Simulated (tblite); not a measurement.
Computed with GFN2-xTB (tblite): harmonic, unscaled wavenumbers at the GFN2-xTB geometry, gas phase. Against measured fundamentals such values can be off by several per cent, at times by over 20. Modes of hydrogen on silicon can be 10 to 20 % off. One conformer each. Open shells enter through the occupations alone, without spin polarisation, and single modes of such species can be off by tens of per cent. Thermal functions are those of the rigid rotor and harmonic oscillator, without mixing of conformers.

Question: Order these by their zero-point energy, highest first (kcal/mol).
A. `COCCOC(=O)[C@H](C)O`
B. `[CH2]SC(=C)Cl` [radical]
C. `CC[SiH]1OCCO1`
D. `CC[Si@@H](C[SiH3])CCl`
E. `COc1ccc([SiH3])[p-]1`

Answer: A (111.9), D (95.5), C (86.4), E (67.9), B (34.9).

| SMILES | atoms | mass (u) | symmetry number | modes under 300 cm⁻¹ | ZPE (kcal/mol) | S translation (cal/(mol K)) | S rotation | S vibration | S spin | S | Cp |
| --- | --- | --- | --- | --- | --- | --- | --- | --- | --- | --- | --- |
| COCCOC(=O)[C@H](C)O | 22 | 148.07 | 1 | 9 | 111.9 | 40.9 | 30.1 | 40.8 | 0.0 | 111.8 | 43.9 |
| CC[Si@@H](C[SiH3])CCl | 20 | 152.02 | 1 | 10 | 95.5 | 41.0 | 30.3 | 41.0 | 0.0 | 112.3 | 44.5 |
| CC[SiH]1OCCO1 | 17 | 118.05 | 1 | 6 | 86.4 | 40.2 | 27.9 | 24.5 | 0.0 | 92.7 | 32.2 |
| COc1ccc([SiH3])[p-]1 | 16 | 143.01 | 1 | 7 | 67.9 | 40.8 | 29.4 | 26.6 | 0.0 | 96.8 | 37.2 |
| [CH2]SC(=C)Cl | 9 | 106.97 | 1 | 3 | 34.9 | 39.9 | 27.1 | 15.7 | 1.4 | 84.1 | 24.9 |

Entropies and Cp are for 298.15 K and 1 bar.
